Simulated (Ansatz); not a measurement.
A structure relaxed at PBE0-D4/def2-TZVP, charge 0, multiplicity 1:

Cartesian coordinates in Å:
```
C 1.316 0.494 -1.193
Si 0.093 -0.235 0.030
C 0.197 -2.101 0.024
C 0.483 0.466 1.722
N -1.537 0.156 -0.388
N -2.019 1.471 -0.544
H 1.222 1.582 -1.254
H 2.346 0.276 -0.897
H 1.160 0.088 -2.196
H -0.501 -2.538 0.743
H 1.204 -2.433 0.291
H -0.033 -2.509 -0.964
H -0.166 0.031 2.485
H 0.345 1.551 1.742
H 1.521 0.266 2.002
H -2.153 -0.509 -0.826
H -2.078 1.925 0.359
H -1.401 2.018 -1.135
```

Give its formula and SMILES.

C3H12N2Si, `C[Si](C)(C)NN`.

Point group (tolerance 0.08 Å, 0.16 Å for H)?

C1.

Summarise the bond lengths by kind.

3 × C–Si 1.869 to 1.877 Å; 9 × C–H 1.093 to 1.094 Å; 1 × N–Si 1.728 Å; 1 × N–N 1.410 Å; 3 × H–N 1.006 to 1.014 Å.

All numbers were calculated with Ansatz.
